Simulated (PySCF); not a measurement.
**Two-component Hartree-Fock for Se⁹⁺ (selenium, charge +9)**

Start: [Ar] 3d7; 3d3/2 filled at m_j = -3/2, -1/2, +1/2, +3/2; 3d5/2 filled at m_j = +1/2, +3/2, +5/2. Calculated with PySCF 2.14 in an uncontracted even-tempered set (18 s from 0.53 bohr⁻², ratio 2.8; 13 p from 0.69 bohr⁻², ratio 2.8; 9 d from 0.69 bohr⁻², ratio 2.8; 4 f from 3.9 bohr⁻², ratio 3): generalised Hartree-Fock with the X2C-1e Hamiltonian and a Gaussian nucleus; spin-orbit coupling (SO) screened by Boettger's factors.

| spinor shell | electrons | ε, screened SO (eV) | weight of nominal j (screened SO) | rms radius, screened SO (bohr) |
| --- | --- | --- | --- | --- |
| 1s1/2 | 2 | -12944.6 | 1.000 | 0.0508 |
| 2s1/2 | 2 | -1903.7 | 1.000 | 0.212 |
| 2p1/2 | 2 | -1724.6 | 0.997 | 0.187 |
| 2p3/2 | 4 | -1680.2 | 0.999 | 0.190 |
| 3s1/2 | 2 | -438.84 | 1.000 | 0.593 |
| 3p1/2 | 2 | -379.12 | 0.776 | 0.599 |
| 3p3/2 | 4 | -364.46 | 0.888 | 0.609 |
| 3d5/2 | 3 | -265.18 | 0.755 | 0.604 |
| 3d3/2 | 4 | -262.00 | 0.706 | 0.607 |

| quantity | screened SO |
| --- | --- |
| E (hartree) | -2398.49060 |
| M_J | 9/2 |
| ⟨J²⟩ | 24.753 |
| ⟨L²⟩ | 12.145 |
| ⟨S²⟩ | 3.701 |

Each row is a mean over spinors that exchange with the open shell spreads, by up to 18.965 eV (3p3/2).

Rows whose weight is well below 1 are mixtures of j = l ± 1/2: exchange outweighs spin-orbit coupling there, and the label is only the starting occupation.
